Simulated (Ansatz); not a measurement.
Compare A (`C=C([SiH3])NC`) with its isomer B (`CCC(=N)[SiH3]`).

Computed with Ansatz on PBE0-D4/def2-TZVP structures; ΔE is electronic, products minus reactants. CBS: MP2 limit from def2 TZ/QZ plus the TZ coupled-cluster correction, frozen cores. DFT in def2-TZVPP. B3LYP here is the variant with VWN-RPA as its local correlation; programs differ in this. Each species was taken in one conformer, which may not be the lowest.

Which isomer does CCSD(T)/CBS put lower? Give the gap. (Estimate.)

Computed: B, by 30.8 kJ/mol.

Give E(B) − E(A) in kJ/mol with r2SCAN-D4, PBE0-D4, MP2/def2-TZVPP, B3LYP, CCSD/def2-TZVPP, HF/def2-TZVPP, CCSD(T)/def2-TZVPP. (Estimate.)

Computed: r2SCAN-D4 -22.2, PBE0-D4 -22.0, MP2/def2-TZVPP -30.3, B3LYP -23.6, CCSD/def2-TZVPP -34.3, HF/def2-TZVPP -32.5, CCSD(T)/def2-TZVPP -33.8. None reverses the order clearly.

Largest T1 diagnostic: 0.012.
